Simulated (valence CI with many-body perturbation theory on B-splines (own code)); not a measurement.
Valence orbitals of Ce²⁷⁺

Calculated by relativistic CI+MBPT: three valence electrons over a frozen Dirac-Fock core [Ar] 3d10, radial functions for each j: 11 s, 11 p, 9 d, 7 f, 5 g, 2 h, 1 i, with the one-electron correlation potential Σ1, the two-electron term Σ2, the three-electron term Σ3, Breit, model QED; selected CI, second order for the rest (own B-spline code, finite nucleus).

No measured spectrum was set against this ion. As an estimate, large intervals hold to a few tenths of a per cent, small ones and those within an open d or f shell to about a per cent.

These are the spectroscopic orbitals of the CI (the correlating ones are not listed), shaped by the core and the other valence electrons. h is the expectation value of the core's Dirac-Fock operator, without the valence repulsion; Σ1 is computed up to l = 3 at one energy for each symmetry, that of its lowest orbital but kept below the first core excitation, so for empty shells it is not the orbital's own correlation shift; Breit and QED include the response of the core.

```tsv
Orbital	h (hartree)	Σ1 (cm⁻¹)	Breit (cm⁻¹)	QED (cm⁻¹)	⟨r⟩ (bohr)
4s1/2	-40.522	-12920	4713	3550	0.5715
5s1/2	-23.82	-4553	2061	1574	0.9742
6s1/2	-15.7	-2171	1060	821	1.488
7s1/2	-11.131	-1226	624	485	2.106
4p1/2	-38.261	-13240	7363	-71.7	0.5748
5p1/2	-22.746	-4731	3235	-29.4	0.9930
6p1/2	-15.113	-2319	1717	-15.1	1.517
7p1/2	-10.776	-1327	1024	-8.8	2.147
4p3/2	-37.251	-12092	4572	280	0.5917
5p3/2	-22.285	-4451	2016	126	1.014
6p3/2	-14.864	-2209	1133	67.9	1.543
7p3/2	-10.626	-1273	678	40.8	2.179
4d3/2	-33.604	-12904	2978	-200	0.5906
5d3/2	-20.584	-4841	1371	-88.4	1.036
6d3/2	-13.934	-2448	750	-47.6	1.585
4d5/2	-33.395	-12511	1761	-78.5	0.5951
5d5/2	-20.485	-4701	783	-32.8	1.042
6d5/2	-13.879	-2378	427	-17.1	1.592
4f5/2	-29.508	-12122	871	-92.3	0.5660
5f5/2	-18.78	-4056	410	-46.7	1.037
4f7/2	-29.47	-11852	211	-58.1	0.5674
5f7/2	-18.756	-3959	100	-28.7	1.039
5g7/2	-18.025		20.5	-7.4	0.9607
5g9/2	-18.017		-14.9	-0.1	0.9614
```

Among the shells of the start configuration 4s2 4p1, Σ1 is largest in size for 4p1/2, where it is 0.16 % of h.

Lowest root of each symmetry, sizes in configuration state functions:

```tsv
J	Parity	Roots	Reference	Variational	Second order	Change by selected CI (cm⁻¹)	Change by second order (cm⁻¹)
1/2	even	9	46	7110	6130	-1429	0
3/2	even	13	74	12426	16912	-771	-1
5/2	even	14	79	15695	28407	-1337	-1
7/2	even	9	60	14920	29117	-1976	-3
9/2	even	4	41	10123	17907	-2355	-3
11/2	even	1	18	3403	21017	-3067	-4
1/2	odd	7	52	6612	6599	-1785	0
3/2	odd	12	86	11504	12124	-1744	0
5/2	odd	10	89	13002	27774	-1179	-1
7/2	odd	6	76	10838	28950	-1456	-2
9/2	odd	2	51	8216	24267	-977	-4
```
